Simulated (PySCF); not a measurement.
Cu(I) anion (CuI), SMILES [Cu][I] (connectivity only; charge and spin as stated), charge -1, multiplicity 2.

Coordinates come from a PBE0-D3(BJ)/def2-TZVPD optimisation. The multiplicity is an assumed one; other spin states were not compared. The def2 effective core potentials stand for the cores of I; spin–orbit coupling is left out.

Computed with r2SCAN/def2-TZVPD in PySCF.

 A positive occupied level means that this level leaves the electron formally unbound; only the finite basis holds it.

```yaml
total_energy: -1938.43221 hartree
point_group: C∞v
"α spin, highest occupied and lowest empty level": 0.64 and 3.42 eV
"β spin, highest occupied and lowest empty level": -0.34 and 2.06 eV
dipole_moment_about_the_centre_of_nuclear_charge: 2.54 D
mean_static_polarisability: 130.5 bohr³ (19.34 Å³)
polarisability_principal_values: 109.7, 109.7, 172.1 bohr³
"⟨S²⟩": 0.758 (pure state 0.75)
```
